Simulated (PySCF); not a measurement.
CsCl, SMILES [Cl][Cs]. Heavy atoms are numbered as in [Cs:1][Cl:2].

Geometry optimised at B3LYP-D3(BJ)/def2-TZVPD. The def2 effective core potentials stand for the cores of Cs; spin–orbit coupling is left out.

Calculation: M06-2X/def2-TZVPD (PySCF).

Mulliken values depend strongly on the basis, most of all with diffuse functions as here. ESP charges are fitted to the potential on shells at 1.4 to 2.0 van der Waals radii. Atomic charges (e), one atom of each kind:

```json
[
 {"atom": "Cs1", "Mulliken": "0.94", "ESP fit": "0.73"},
 {"atom": "Cl2", "Mulliken": "-0.94", "ESP fit": "-0.73"}
]
```
